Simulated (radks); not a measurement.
Results of a calculation; reference values are marked as such.
Task: The mean radii <r> (bohr) of the occupied orbitals of an atom or ion are listed with their occupations. Level of theory: Dirac Kohn-Sham, PBE, spin-unpolarised, spherical densities, point nucleus (a radial shooting solver on a logarithmic mesh with Libxc functionals).

| orbital | occ. | <r> |
|---|---|---|
| 1s1/2 | 2 | 0.02903 |
| 2s1/2 | 2 | 0.1226 |
| 2p1/2 | 2 | 0.1035 |
| 2p3/2 | 4 | 0.1085 |

Name the element and its charge. Open shells, if any, fill j = l - 1/2 first.

Result: Z = 50, tin, charge +40: Sn40+ in [Ne]. The 1s radius gives Z: for a bare nucleus <r> = (2 gamma + 1)/(2Z) with gamma = sqrt(1 - (Z/c)^2), 0.02862 bohr for Z = 50, and screening makes it slightly larger (0.02903 here). The occupations add up to 10, and the charge is Z minus that.
